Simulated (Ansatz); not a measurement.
Species: CH$_{2}$Cl$_{3}$Si, net charge -1, singlet state. It need not be the lowest isomer of its formula. Whether it binds its extra electron was not tested at this geometry. 
Geometry from a B3LYP-D3(BJ)/def2-TZVP (Ansatz, an electronic-structure program) optimisation:
```xyz
7

C     -2.1750    -0.2996     0.0744
Si    -0.4748    -0.0479     0.0122
Cl     0.4916    -1.2249    -1.4568
Cl     0.4886     1.8544    -0.4277
Cl     0.5000    -0.4660     1.8431
H     -2.7300     0.0505     0.9385
H     -2.7345    -0.3615    -0.8531
```
Charge -1, spin multiplicity 1.

Basis-set convergence of Hartree-Fock and CCSD correlation energies (hartree) with Ansatz. Valence correlation only, unless marked. No spin-orbit coupling. Non-relativistic.

```csv
basis,functions,E(HF),"E(corr, CCSD)"
aug-cc-pV(D+d)Z,169,-1706.65788,-0.76076
aug-cc-pV(T+d)Z,312,?,?
```

### Question
Complete the blanks.

### Answer

- aug-cc-pV(T+d)Z, E(HF): -1706.72104
- aug-cc-pV(T+d)Z, E(corr, CCSD): -0.94415
